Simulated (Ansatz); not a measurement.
## GaHCl (SMILES [Cl][GaH]): methods side by side

GaHCl has 3 atoms, charge 0, and is taken as a doublet. As SMILES, `[Cl][GaH]`. The shape is that of a PBE0-D4/def2-TZVP optimisation.

```xyz
3

Cl    1.5307   -0.1913    0.8057
Ga   -0.3311   -0.5835   -0.2328
H    -1.2105    0.7100   -0.5863
```

Each level gives the energy change with the Ga2–H3 bond stretched from 1.604 to 2.405 Å (eV). The values are calculated.

| level | kind | program | value (eV) | CPU time (all runs) |
| --- | --- | --- | --- | --- |
| UHF/STO-3G | Hartree–Fock | Ansatz | 2.20 | 4.5 s |
| USVWN5/STO-3G | LDA | Ansatz | 2.53 | 12 s |
| U-revPBE/STO-3G | GGA | Ansatz | 2.35 | 22 s |
| UBHLYP/STO-3G | global hybrid | Ansatz | 2.61 | 25 s |
| U-wB97M-V/STO-3G | range-separated hybrid | Ansatz | 2.81 | 1.7 min |
| UHSE06/STO-3G | range-separated hybrid | Ansatz | 2.59 | 18 s |
| UB2PLYP/STO-3G | double hybrid | Ansatz | 2.51 | 47 s |
| UMP2/STO-3G | perturbation theory | Ansatz | 2.26 | 6.7 s |
| UCCSD/STO-3G | coupled cluster or CI | Ansatz | 1.84 | 8.6 s |

All-electron rows without a relativistic Hamiltonian named are non-relativistic. The first shape isn't each level's own minimum. The values span 1.84 to 2.81 eV. Spin contamination of the reference (⟨S²⟩ at least 0.1 too high) touches UHF/STO-3G, UBHLYP/STO-3G, U-wB97M-V/STO-3G, UHSE06/STO-3G, UB2PLYP/STO-3G, UMP2/STO-3G, UCCSD/STO-3G. All rows use very small basis sets, so none should be taken for the real molecule's value. In the correlated wave-function rows the outer d shell of Ga is correlated, in sets not made for it. CPU times are rough (shared hosts, several kinds of processor and program).
